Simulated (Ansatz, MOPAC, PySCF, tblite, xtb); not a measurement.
Energy landscape of C2H6Be, singlet: bend at the central Be, local threefold symmetry of each CH3 group. Scanned: C-Be-C angle. Other coordinates (Be-C length, H-C-Be angle, C-H length) were minimised at B3LYP/def2-TZVP.

Cartesian coordinates as functions of the variables (Å; names that start with a are angles):
```
Be  0  0  0
C  R*sin(a/2)  0  R*cos(a/2)
H  ((R-r*cos(ab))*sin(a/2)+r*sin(ab)*cos(0*2*pi/3)*cos(a/2))  r*sin(ab)*sin(0*2*pi/3)  (R-r*cos(ab))*cos(a/2)-r*sin(ab)*cos(0*2*pi/3)*sin(a/2)
H  ((R-r*cos(ab))*sin(a/2)+r*sin(ab)*cos(1*2*pi/3)*cos(a/2))  r*sin(ab)*sin(1*2*pi/3)  (R-r*cos(ab))*cos(a/2)-r*sin(ab)*cos(1*2*pi/3)*sin(a/2)
H  ((R-r*cos(ab))*sin(a/2)+r*sin(ab)*cos(2*2*pi/3)*cos(a/2))  r*sin(ab)*sin(2*2*pi/3)  (R-r*cos(ab))*cos(a/2)-r*sin(ab)*cos(2*2*pi/3)*sin(a/2)
C  -R*sin(a/2)  0  R*cos(a/2)
H  -((R-r*cos(ab))*sin(a/2)+r*sin(ab)*cos(0*2*pi/3)*cos(a/2))  r*sin(ab)*sin(0*2*pi/3)  (R-r*cos(ab))*cos(a/2)-r*sin(ab)*cos(0*2*pi/3)*sin(a/2)
H  -((R-r*cos(ab))*sin(a/2)+r*sin(ab)*cos(1*2*pi/3)*cos(a/2))  r*sin(ab)*sin(1*2*pi/3)  (R-r*cos(ab))*cos(a/2)-r*sin(ab)*cos(1*2*pi/3)*sin(a/2)
H  -((R-r*cos(ab))*sin(a/2)+r*sin(ab)*cos(2*2*pi/3)*cos(a/2))  r*sin(ab)*sin(2*2*pi/3)  (R-r*cos(ab))*cos(a/2)-r*sin(ab)*cos(2*2*pi/3)*sin(a/2)
```

Methods: RKS-PBE/def2-TZVP = restricted PBE/def2-TZVP (Ansatz, a first-principles code); CAM-B3LYP/def2-TZVP, density fitting (PySCF); GFN1-xTB (xtb); PM6, restricted, heats of formation (MOPAC); GFN2-xTB, 300 K electronic temperature (tblite); M06-2X/def2-TZVP, density fitting (PySCF).

Energies in eV, each method relative to its own lowest point.

```json
[
 {"a / °": "180", "RKS-PBE/def2-TZVP": "0.000", "CAM-B3LYP": "0.000", "GFN1-xTB": "0.000", "PM6": "0.000", "GFN2-xTB": "0.000", "M06-2X": "0.000"},
 {"a / °": "172.50", "RKS-PBE/def2-TZVP": "0.013", "CAM-B3LYP": "0.014", "GFN1-xTB": "0.006", "PM6": "0.012", "GFN2-xTB": "0.007", "M06-2X": "0.014"},
 {"a / °": "165", "RKS-PBE/def2-TZVP": "0.053", "CAM-B3LYP": "0.056", "GFN1-xTB": "0.024", "PM6": "0.047", "GFN2-xTB": "0.025", "M06-2X": "0.056"},
 {"a / °": "157.50", "RKS-PBE/def2-TZVP": "0.120", "CAM-B3LYP": "0.126", "GFN1-xTB": "0.054", "PM6": "0.106", "GFN2-xTB": "0.057", "M06-2X": "0.126"},
 {"a / °": "150", "RKS-PBE/def2-TZVP": "0.216", "CAM-B3LYP": "0.227", "GFN1-xTB": "0.097", "PM6": "0.189", "GFN2-xTB": "0.103", "M06-2X": "0.226"},
 {"a / °": "142.50", "RKS-PBE/def2-TZVP": "0.341", "CAM-B3LYP": "0.358", "GFN1-xTB": "0.156", "PM6": "0.298", "GFN2-xTB": "0.165", "M06-2X": "0.356"},
 {"a / °": "135", "RKS-PBE/def2-TZVP": "0.499", "CAM-B3LYP": "0.524", "GFN1-xTB": "0.232", "PM6": "0.434", "GFN2-xTB": "0.244", "M06-2X": "0.519"},
 {"a / °": "127.50", "RKS-PBE/def2-TZVP": "0.692", "CAM-B3LYP": "0.728", "GFN1-xTB": "0.330", "PM6": "0.602", "GFN2-xTB": "0.346", "M06-2X": "0.717"},
 {"a / °": "120", "RKS-PBE/def2-TZVP": "0.925", "CAM-B3LYP": "0.973", "GFN1-xTB": "0.454", "PM6": "0.805", "GFN2-xTB": "0.476", "M06-2X": "0.954"},
 {"a / °": "112.50", "RKS-PBE/def2-TZVP": "1.205", "CAM-B3LYP": "1.269", "GFN1-xTB": "0.612", "PM6": "1.050", "GFN2-xTB": "0.640", "M06-2X": "1.239"},
 {"a / °": "105", "RKS-PBE/def2-TZVP": "1.542", "CAM-B3LYP": "1.625", "GFN1-xTB": "0.814", "PM6": "1.350", "GFN2-xTB": "0.849", "M06-2X": "1.582"},
 {"a / °": "97.50", "RKS-PBE/def2-TZVP": "1.953", "CAM-B3LYP": "2.060", "GFN1-xTB": "1.073", "PM6": "1.727", "GFN2-xTB": "1.116", "M06-2X": "2.001"},
 {"a / °": "90", "RKS-PBE/def2-TZVP": "2.464", "CAM-B3LYP": "2.604", "GFN1-xTB": "1.415", "PM6": "2.221", "GFN2-xTB": "1.465", "M06-2X": "2.527"}
]
```
